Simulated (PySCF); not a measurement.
From one molecule to another.

First species: C7H11Cl.
SMILES: `Cl[C@@H]1[C@H]2CCCC[C@@H]12`

Second species: C7H11Cl.
SMILES with atom numbers: `[CH3:1][C:2]1=[CH:3][CH2:4][C@H:5]([Cl:6])[CH2:7][CH2:8]1` (hydrogens: H9, H10, H11 on C1; H12 on C3; H13, H14 on C4; H15 on C5; H16, H17 on C7; H18, H19 on C8)

Levels: PBE0/def2-SVPD for HOMO energy, LUMO energy, HOMO–LUMO gap and static isotropic polarisability; TDDFT PBE0/def2-SVPD for lowest singlet excitation; TDA PBE0/def2-SVPD for lowest triplet excitation (Tamm–Dancoff). Geometries: GFN2-xTB. All species are isolated and taken at one optimised geometry, non-relativistic unless stated. Electronic properties by PySCF.

(1) Which has the higher T1 energy?

(2) Which has the higher static isotropic polarisability?

(3) Which of the two has the higher S1 energy, and by how much?

(4) Which of the two has the higher HOMO energy, and by how much?

(5) Which of the two has the higher HOMO–LUMO gap, and by how much?

(6) Which has the higher LUMO energy?

Results:

(1) The first: 5.98 eV against 4.36 eV, a difference of 1.62 eV.

(2) The second: 95.0 au against 90.4 au, a difference of 4.6 au.

(3) The first: 6.53 eV against 6.26 eV, a difference of 0.27 eV.

(4) The second: -7.02 eV against -7.45 eV, a difference of 0.43 eV.

(5) The first: 7.92 eV against 7.30 eV, a difference of 0.62 eV.

(6) The first: 0.47 eV against 0.28 eV, a difference of 0.19 eV.

On the first: The principal polarisabilities are 77.0, 87.1 and 107.2 au; their mean is the isotropic value. In wavenumbers S1 is 52700 cm⁻¹ (1 eV = 8065.54 cm⁻¹).

On the second: The principal polarisabilities are 72.8, 92.5 and 119.7 au; their mean is the isotropic value. S1 lies 1.04 eV below the HOMO–LUMO gap; its leading configuration is HOMO→LUMO, weight 0.73.

One conformer stands for the species.
